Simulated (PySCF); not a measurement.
Working out the excitation energy of N+

N+ [He] 2s2 2p2 (3P) → N+ [He] 2s1 2p3 (5S). Computed with PySCF 2.14 in dyall-av2z, with the non-relativistic Hamiltonian (point nucleus). Frozen: 1s2; the 8 highest virtual orbitals dropped. Energies in hartree (1 hartree = 27.21139 eV):

```tsv
part	N+ (lower)	N+ (upper)
UHF	-53.891659	-53.745317
CCSD correlation	-0.085535	-0.028276
(T)	-0.001079	-0.000119
```

What does Hartree-Fock give?

(-53.745317) − (-53.891659) = 0.146342 hartree = 3.982 eV.

What do CCSD and CCSD(T) give?

The CCSD correlation energies differ by 0.057259 hartree = 1.558 eV and the triples by 0.000960 hartree = 0.026 eV, so CCSD gives 5.540 eV and CCSD(T) 5.566 eV.

Measured between the centres of the two terms (NIST): 5.790 eV, so CCSD(T) (valence) is off by -0.224 eV.

A double-zeta basis recovers only part of the correlation energy.

What remains against the reference includes basis incompleteness, the frozen core and higher excitations.
